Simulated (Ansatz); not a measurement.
Reaction (redistribution): `[NH2][W](=[O])(=[O])[Cl]` + `[OH][Sn]([OH])([OH])[F]` → `[NH2][W](=[O])(=[O])[OH]` + `[OH][Sn]([OH])([F])[Cl]`

Program: Ansatz. Geometries: PBE0-D4/def2-TZVP. ΔE: electronic, gas phase. CBS: MP2 limit from def2 TZ/QZ plus the TZ coupled-cluster correction, frozen cores. DFT in def2-TZVPP. Elements past krypton have def2 core potentials. For Sn, W outer-core shells are correlated without core-valence functions, which leaves a few kJ/mol of doubt a bond. One conformer a species, not always the lowest.

`[NH2][W](=[O])(=[O])[Cl]`:

Cartesian coordinates in Å:
```
N -0.854 -0.853 0.086
W 0.530 0.485 -0.004
O 0.457 1.410 1.423
O 2.027 -0.318 -0.113
Cl 0.251 1.839 -1.813
H -0.736 -1.798 -0.249
H -1.675 -0.766 0.669
```

`[OH][Sn]([OH])([OH])[F]`:

Z-matrix (Å, degrees):
```
Sn
O 1 1.928
O 1 1.935 2 107.0
O 1 1.934 2 113.9 3 124.6
F 1 1.908 2 108.7 3 -119.9
H 2 0.962 1 112.1 3 7.9
H 3 0.961 1 113.6 2 161.1
H 4 0.962 1 111.9 2 105.6
```

`[NH2][W](=[O])(=[O])[OH]`:

Z-matrix (Å, degrees):
```
W
O 1 1.708
O 1 1.708 2 111.4
N 1 1.938 2 107.9 3 -118.2
O 1 1.891 2 110.0 3 120.5
H 4 1.009 1 123.6 2 -22.8
H 4 1.009 1 123.4 2 142.5
H 5 0.959 1 124.0 2 12.7
```

`[OH][Sn]([OH])([F])[Cl]`:

Z-matrix (Å, degrees):
```
Sn
O 1 1.927
F 1 1.904 2 110.9
O 1 1.934 2 108.9 3 116.5
Cl 1 2.280 2 109.2 3 -117.2
H 2 0.962 1 112.1 3 -90.9
H 4 0.962 1 113.0 2 -149.3
```

Q: Is it downhill or uphill in electronic energy at CCSD(T)/CBS, and by how much? (Estimate.)

A: Ansatz gave: Downhill: ΔE = -0.25 eV.

Q: What do these levels give: BLYP-D4, r2SCAN0-D4, r2SCAN, BHLYP, MP2/def2-TZVPP, MP2/CBS(def2)? (Estimate.)

A: The calculation gave: BLYP-D4 -0.30, r2SCAN0-D4 -0.33, r2SCAN -0.31, BHLYP -0.37, MP2/def2-TZVPP -0.12, MP2/CBS(def2) -0.13 eV.

Largest T1 diagnostic among the species: 0.022, so the coupled-cluster value is less sure than usual.

In def2-TZVPP, CCSD(T) changes the Hartree–Fock value by +0.20 eV (the triples alone add +0.05 eV) and MP2 by +0.32 eV. At CCSD(T), def2-SVP lies −0.08 eV from the extrapolated value and def2-TZVPP +0.01 eV.
